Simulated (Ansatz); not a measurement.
Harmonic frequencies (cm⁻¹) at PBE0-D4/def2-TZVP from Ansatz: 203, 367, 475, 535, 562, 997, 1009, 1067, 1283, 1443, 1648, 1912, 3102, 3118, 3182.

Task: Which molecule is it?
A. `I[SiH]1CS1`
B. `C=[CH][ZnH]`
C. `F[SiH2][AlH2]`
D. `F[SiH2]CS`

Result: B.
